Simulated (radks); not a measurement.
Charge is removed step by step from the 5p down level of I, starting from [Kr] 4d10 5s2 5p(up 3, down 2). All-electron calculation, non-relativistic Kohn-Sham, r2SCAN, spin-polarised, spherical densities, point nucleus; meta-GGA in the generalised Kohn-Sham scheme; relativity is left out, which matters for an element this heavy. Program: a radial shooting solver on a logarithmic mesh with Libxc functionals.

| removed (e) | E - E(0) (eV) | eigenvalue (eV) | E minus straight line (eV) |
|---|---|---|---|
| 0 | 0.000 | -6.995 | 0.000 |
| 0.1 | 0.735 | -7.716 | -0.334 |
| 0.2 | 1.543 | -8.445 | -0.596 |
| 0.3 | 2.425 | -9.181 | -0.785 |
| 0.4 | 3.380 | -9.924 | -0.899 |
| 0.5 | 4.410 | -10.674 | -0.939 |
| 0.6 | 5.515 | -11.429 | -0.904 |
| 0.7 | 6.696 | -12.190 | -0.793 |
| 0.8 | 7.953 | -12.955 | -0.605 |
| 0.9 | 9.287 | -13.725 | -0.341 |
| 1 | 10.698 | -14.499 | 0.000 |

Removing the whole electron costs 10.698 eV by Delta-SCF, against 6.995 eV from minus the eigenvalue at the starting occupation. Slater's transition state (half an electron removed) gives 10.674 eV. Integrating minus the eigenvalue over the occupation (Janak's theorem) gives 10.698 eV. The mean slope of the eigenvalue, de/dn, is 7.50 eV per electron. Ionisation energy of I in the NIST Atomic Spectra Database: 10.451 eV (measured).
